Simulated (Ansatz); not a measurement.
Compare A (`NC[NH][GaH][Cl]`) with its isomer B (`C[NH][Ga]([NH2])[Cl]`).

Gas-phase electronic energies from Ansatz, PBE0-D4/def2-TZVP geometries. CBS: MP2 limit from def2 TZ/QZ plus the TZ coupled-cluster correction, frozen cores. DFT in def2-TZVPP. B3LYP here is the variant with VWN-RPA as its local correlation; programs differ in this. For Ga outer-core shells are correlated without core-valence functions, which leaves a few kJ/mol of doubt a bond. Scalar relativity is left out up to krypton. Each species was taken in one conformer, which may not be the lowest.

**Question.** Which isomer does CCSD(T)/CBS put lower? Give the gap. (Best estimate.)

**Answer.** Ansatz gave: B, by 20.3 kcal/mol.

**Question.** Give E(B) − E(A) in kcal/mol with B2PLYP, CCSD/def2-TZVPP, ωB97M-V, MP2/def2-TZVPP, PBE0-D4, B3LYP, B3LYP-D4. (Best estimate.)

**Answer.** The calculation gave: B2PLYP -19.2, CCSD/def2-TZVPP -19.8, ωB97M-V -18.2, MP2/def2-TZVPP -20.9, PBE0-D4 -17.6, B3LYP -18.1, B3LYP-D4 -18.3. None reverses the order clearly.

Largest T1 diagnostic: 0.013.

From PBE to PBE0 (25 % exact exchange), in def2-TZVPP and without D4, E(B) − E(A) moves by −1.2 kcal/mol.
